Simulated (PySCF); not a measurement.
CH5BeNS. Atoms are numbered in the order given.

```xyz
9

Be     0.1594    -1.0474     0.0000
N     -0.2596    -2.4858     0.0000
H     -0.4192    -3.0521     0.8267
H     -0.4192    -3.0521    -0.8267
S      0.7012     0.7736     0.0000
C     -0.9156     1.6352     0.0000
H     -1.5017     1.3964     0.8976
H     -0.7044     2.7131     0.0000
H     -1.5017     1.3964    -0.8976
```

The structure is a stationary point at PBE0-D3(BJ)/def2-SVP. One conformer was computed; it need not be the lowest.

All values below come from TDA-LC-ωPBE/def2-SVPD (PySCF).

Vertical excitations. Isolated molecule, no solvent. State labels are in the subgroup Cs.

Task: Give excitation energies, oscillator strengths and character. (An estimate is asked for; the answer gives what the named calculation found.)

Result: 
```tsv
state	symmetry	energy (eV)	λ (nm)	f	main pairs
S1	A"	5.68	218	0.000	HOMO→LUMO+1 55 %, HOMO→LUMO+4 27 %
S2	A"	6.53	190	0.070	HOMO→LUMO+3 45 %, HOMO→LUMO 39 %, HOMO→LUMO+4 9 %
S3	A'	6.63	187	0.059	HOMO−1→LUMO 71 %
S4	A'	6.73	184	0.101	HOMO→LUMO+2 33 %, HOMO→LUMO+5 31 %, HOMO−1→LUMO 15 %, HOMO−2→LUMO+1 6 %
S5	A"	6.80	182	0.000	HOMO−1→LUMO+5 54 %, HOMO−1→LUMO+2 37 %
S6	A'	7.34	169	0.078	HOMO−2→LUMO+1 37 %, HOMO−2→LUMO+4 18 %, HOMO→LUMO+2 15 %, HOMO−1→LUMO+1 9 %
S7	A"	7.76	160	0.014	HOMO−2→LUMO+5 19 %, HOMO→LUMO+6 18 %, HOMO−2→LUMO+2 16 %, HOMO→LUMO+3 16 %
S8	A"	7.82	158	0.000	HOMO→LUMO+3 22 %, HOMO−2→LUMO+2 21 %, HOMO−2→LUMO+5 20 %, HOMO→LUMO 18 %
S9	A'	7.89	157	0.007	HOMO−2→LUMO+3 31 %, HOMO−2→LUMO 19 %, HOMO−1→LUMO+1 17 %, HOMO−2→LUMO+1 7 %
S10	A'	8.00	155	0.432	HOMO−1→LUMO+1 29 %, HOMO−2→LUMO+3 13 %, HOMO−2→LUMO 10 %, HOMO−1→LUMO+3 9 %
T1	A"	5.17	240	0	HOMO→LUMO+1 48 %, HOMO→LUMO+4 30 %
T2	A'	5.73	216	0	HOMO→LUMO+5 52 %, HOMO→LUMO+2 38 %
T3	A"	6.16	201	0	HOMO→LUMO+3 46 %, HOMO→LUMO 33 %
T4	A'	6.18	201	0	HOMO−1→LUMO 80 %
```
Triplets are in the Tamm–Dancoff approximation.
